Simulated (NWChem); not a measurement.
System: GeSiH$_{5}$OCl; SMILES [SiH2]([O][GeH3])Cl

Input file for NWChem:

```
start job
memory heap 200 mb stack 900 mb global 1100 mb
geometry units angstroms
  Si     1.589988     0.195661    -0.668921
  Cl     1.797360     1.046729     1.135293
  O      0.075376    -0.345952    -0.839912
  Ge    -1.490248    -0.491403    -0.079848
  H      2.452480    -0.971897    -0.752060
  H      1.781910     1.205613    -1.701801
  H     -1.971443     0.895767     0.209501
  H     -2.286750    -1.200144    -1.126536
  H     -1.294942    -1.301004     1.167643
end
basis spherical
  * library def2-svp
end
dft
  xc pbe0
  iterations 150
end
driver
  maxiter 120
end
task dft optimize
task dft freq
```

The level has its own optimisation; frequencies are unscaled.

Predict the main results of this run. (PBE0/def2-SVP.) Quantities: r Cl–Si (Å); r O–Si (Å); r H–Si (Å); r Ge–O (Å); highest harmonic frequency (cm⁻¹); lowest (cm⁻¹); zero-point energy (kcal/mol); dipole (D).


```
Quantity                           Value
---------------------------------  -----
r Cl–Si (Å)                        2.080
r O–Si (Å)                         1.638
r H–Si (Å)                         1.486
r Ge–O (Å)                         1.789
highest harmonic frequency (cm⁻¹)   2272
lowest (cm⁻¹)                        -20
zero-point energy (kcal/mol)        29.7
dipole (D)                          1.34
```
